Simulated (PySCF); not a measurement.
C₄H₅BFN, SMILES N(=C\B(F)C#C)/C. Geometry optimised at B3LYP-D3(BJ)/def2-SVP. The structure was generated by enumeration; whether it is a known compound was not checked. The values are those of a single conformer.

Computed equilibrium geometry at B3LYP-D3(BJ)/def2-SVP (PySCF confirms it by a frequency run) as bond lengths and angles, and its point group (one conformer of several):
point group Cs.
Atoms: C1 C2 B3 F4 C5 N6 C7 H8 H9 H10 H11 H12. Bonds (Å): C1–C2 1.218, C1–H8 1.075, C2–B3 1.532, B3–F4 1.325, B3–C5 1.572, C5–N6 1.278, C5–H9 1.113, N6–C7 1.439, C7–H10 1.104, C7–H11 1.109, C7–H12 1.104. Angles (°): C2–C1–H8 179.4, C1–C2–B3 177.6, C2–B3–F4 119.1, C2–B3–C5 121.1, F4–B3–C5 119.8, B3–C5–N6 120.0, B3–C5–H9 119.4, N6–C5–H9 120.6, C5–N6–C7 119.3, N6–C7–H10 109.0, N6–C7–H11 114.3, N6–C7–H12 109.0, H10–C7–H11 109.2, H10–C7–H12 105.9, H11–C7–H12 109.2.
Charge 0, spin multiplicity 1.
